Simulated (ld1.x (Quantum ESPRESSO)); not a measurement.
**Building the PAW potential for H (Z = 1) (Wu–Cohen, scalar-relativistic).**

ld1.x (Quantum ESPRESSO) 7.5 was run on this input:

```
&input
   title='H', zed=1., rel=1, dft='WC', iswitch=3,
   config='1s0.5 2p-2',
   nld=2, rlderiv=0.90, eminld=-3.0, emaxld=5.0, deld=0.02
 /
 &inputp
   pseudotype=3, lpaw=.true., tm=.true., lloc=-1, rcloc=0.80,
   nlcc=.false.,
   which_augfun='PSQ', rmatch_augfun=0.40,
   file_pseudopw='H.UPF', file_wfcaegen='ae.wfc', file_wfcncgen='nc.wfc', file_beta='beta', file_chi='chi', file_wfcusgen='us.wfc'
 /
3
1S  1  0   0.50   0.00  0.60  0.80  0.0
1S  1  0   0.00   1.90  0.60  0.80  0.0
2P  2  1  -2.00   0.50  0.55  0.75  0.0
 &test
   configts(1)='1s0.5'
 /
```

Command:

```bash
ld1.x < H.in > H.out
```

The program printed (shortened: banner, matrices, multipoles, cross overlaps and the repeated all-electron block are left out):

```
Program LD1 v.7.5

     !!!!!!!!!!!!!!!!!!! WARNING !!!!!!!!!!!!!!!!!!!!!!!
     Message from routine ld1_readin:
     US requires at least two energies per channel 2P
     !!!!!!!!!!!!!!!!!!!!!!!!!!!!!!!!!!!!!!!!!!!!!!!!!!!
     --------------------------- All-electron run ----------------------------

     H
     scalar relativistic calculation

     atomic number is  1.00
     dft =WC   lsd =0 sic =0 latt =0  beta=0.20 tr2=1.0E-14
     Exchange-correlation= WC
                           (   1   4  11   4   0   0   0)
     mesh = 929 r(mesh) =  99.48432 a.u. xmin = -7.00 dx = 0.01250
     1 Ry =  13.60569312 eV, c = 137.03599908

     n l     nl                  e(Ry)          e(Ha)          e(eV)
     1 0     1S 1( 0.50)        -0.9178        -0.4589       -12.4874

     final scf error:  1.9E-15 reached in  14 iterations

     Etot =      -0.560251 Ry,      -0.280125 Ha,      -7.622600 eV

     Ekin =       0.551496 Ry,       0.275748 Ha,       7.503480 eV
     Encl =      -1.050187 Ry,      -0.525093 Ha,     -14.288520 eV
     Eh   =       0.164323 Ry,       0.082161 Ha,       2.235726 eV
     Exc  =      -0.225882 Ry,      -0.112941 Ha,      -3.073285 eV

     normalization and overlap integrals

     s(1S/1S) =  1.000000  <r> =   1.4276  <r2> =    2.7242  r(max) =   0.9512

     ------------------------ End of All-electron run ------------------------

     --------------------- Generating PAW atomic setup --------------------

      Generating local potential from pseudized AE potential:
      Matching radius rcloc =   0.8000

      Local pseudo, rcloc= 0.799 Estimated cut-off energy=    35.00 Ry

      Computing core charge for PAW:
      Integrated core pseudo-charge :   0.00
      Wfc-us  1S rcutus= 0.799  Estimated cut-off energy=    68.61 Ry
      Wfc-us  1S rcutus= 0.799  Estimated cut-off energy=    76.17 Ry
      Wfc-us  2P rcutus= 0.741  Estimated cut-off energy=   124.51 Ry

     Required augmentation: PSQ   radius:    0.400000

     Q pseudized with Bessel functions
     Expected ecutrho=    2463.4443 due to l1=  0   l2=  1

     Estimated PAW energy =   -0.560251 Ryd

     ------------------- End of pseudopotential generation -------------------

     Computing logarithmic derivative in   0.89922
     Computing logarithmic derivative in   0.89922
     Computing the partial wave expansion
     R is outside the sphere for l=    0 j= 0.00
     R is outside the sphere for l=    0 j= 0.00
     R is outside the sphere for l=    1 j= 0.00

     ---------------------- Testing the pseudopotential ----------------------

     H
     scalar relativistic calculation

     atomic number is  1.00   valence charge is  1.00
     dft = SLA  PW   WCX  PBC   lsd =0 sic =0 latt =0  beta=0.20 tr2=1.0E-14
     mesh = 929 r(mesh) =  99.48432 xmin = -7.00 dx = 0.01250

     n l     nl             e AE (Ry)        e PS (Ry)    De AE-PS (Ry)
     1 0     1S   1( 0.50)       -0.91781       -0.91781        0.00001

     eps = 1.3E-16  iter =  3

     Etot =      -0.560251 Ry,      -0.280125 Ha,      -7.622600 eV
     Etotps =    -0.560255 Ry,      -0.280127 Ha,      -7.622654 eV

     Ekin =       0.551492 Ry,       0.275746 Ha,       7.503433 eV
     Encl =      -1.050187 Ry,      -0.525094 Ha,     -14.288528 eV
     Ehrt =       0.164323 Ry,       0.082162 Ha,       2.235729 eV
     Ecxc =      -0.225882 Ry,      -0.112941 Ha,      -3.073287 eV

     ---------------------- End of pseudopotential test ----------------------
```

Generation and configuration tests took about 0.4 s on one core of a shared server CPU.

Transferability test of the new file with ld1.x, input:

```
&input
   title='H', zed=1., rel=1, dft='WC', iswitch=2,
   config='1s0.5 2p-2'
 /
 &test
   file_pseudo='H.UPF', nconf=2,
   configts(1)='1s0.5',
   configts(2)='1s1'
 /
```

```bash
ld1.x < H.test.in > H.test.out
```

Pseudopotential blocks of its output, shortened (energy terms left out):

```
     ---------------------- Testing the pseudopotential ----------------------

     n l     nl             e AE (Ry)        e PS (Ry)    De AE-PS (Ry)
     1 0     1S   1( 0.50)       -0.91781       -0.91781        0.00001

     eps = 1.3E-16  iter =  3

     Etot =      -0.560251 Ry,      -0.280125 Ha,      -7.622600 eV
     Etotps =    -0.560255 Ry,      -0.280127 Ha,      -7.622654 eV

     ---------------------- End of pseudopotential test ----------------------

          ---------------------- Testing the pseudopotential ----------------------

     n l     nl             e AE (Ry)        e PS (Ry)    De AE-PS (Ry)
     1 0     1S   1( 1.00)       -0.46798       -0.46799        0.00001

     eps = 3.1E-16  iter =  6

     Etot =      -0.904434 Ry,      -0.452217 Ha,     -12.305447 eV
     Etotps =    -0.904441 Ry,      -0.452220 Ha,     -12.305543 eV
     dEtot_ae =      -0.344183 Ry
     dEtot_ps =      -0.344186 Ry,   Delta E=       0.000003 Ry

     ---------------------- End of pseudopotential test ----------------------
```
